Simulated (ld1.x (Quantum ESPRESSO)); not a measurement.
# What one change does to a pseudopotential (boron (B), PAW)

- Element: boron
- Generator: ld1.x (Quantum ESPRESSO) 7.5
- Type: PAW
- Functional: BLYP
- Relativity: scalar-relativistic
- Frozen core: [He]
- Valence charge: 3
- Reference configuration: 2s1 2p0 (charge +2)
- Partial waves: 2s (bound): rcut 0.95, rcutus 1.10 bohr; 2s channel at -0.1 Ry: rcut 0.95, rcutus 1.10 bohr; 2p (bound, empty): rcut 1.20, rcutus 1.65 bohr; 2p channel at -1.05 Ry: rcut 1.20, rcutus 1.65 bohr
- Local potential: all-electron potential smoothed inside 1.40 bohr (lloc = -1)
- Core correction: Bessel-smoothed model core, default radius (core density twice the valence density)
- Augmentation charge: GAUSS, radius 1.05 bohr

Change: core correction a·sin(br)/r model core, default radius (ld1.x builds one for every PAW set, though the input has nlcc=.false.).

Cutoffs: the cutoffs (Ry, on a coarse ladder) from which the occupation-weighted sum of valence levels, in a spherical-Bessel basis at the reference potential, stays within 10 and 1 mRy of its value at 400 Ry; they do not see the model core or the augmentation charge, which bear on the density cutoff. Errors are all-electron minus pseudo energies relative to the spin-unpolarised reference configuration.

How do hardness, ghosts and transferability respond?

The potential gets neither clearly harder nor softer (21 Ry and 35 Ry → 21 Ry and 35 Ry); of the 7 tests that both files solve, the error grows in 7 and shrinks in 0 by more than 15 % and 0.3 meV (median size 2.7 → 15.9 meV); the range in which the s phases agree narrows (upper end 4.4 → 2.8); neither file shows a bound ghost. The default core radius of the base comes out at 0.76 bohr. A model core, the more so a compact one, raises the density cutoff, which this test does not measure.

| quantity | base | changed |
| --- | --- | --- |
| cutoff, loose | 21 Ry | 21 Ry |
| cutoff, tight | 35 Ry | 35 Ry |
| bound ghosts | none | none |
| error for 2s2 2p1, meV [ΔE -33.52 eV] | -3.6 | -19 |
| error for 2s2 2p0, meV [ΔE -25.35 eV] | -2.5 | -16 |
| error for 2s2 2p0.5, meV [ΔE -30.67 eV] | -3.4 | -18 |
| error for 2s0 2p3, meV [ΔE -21.93 eV] | -2.2 | +4.8 |
| error for 2s1 2p2, meV [ΔE -27.74 eV] | -2.7 | -9.6 |
| error for 2s2 2p1.3, meV [ΔE -34.24 eV] | -3.5 | -19 |
| error for 2s1 2p1, meV [ΔE -19.30 eV] | -1.8 | -7.2 |
| s: phases at 1.79 bohr within 0.05 rad from the reference energy up to (Ry; the scan ends near 5) | 4.4 | 2.8 |
| p: phases at 1.79 bohr within 0.05 rad from the reference energy up to (Ry; the scan ends near 5) | 3.2 | 3.4 |
| lowest overlap eigenvalue by channel | s 0.60, p 0.97 | s 0.60, p 0.97 |
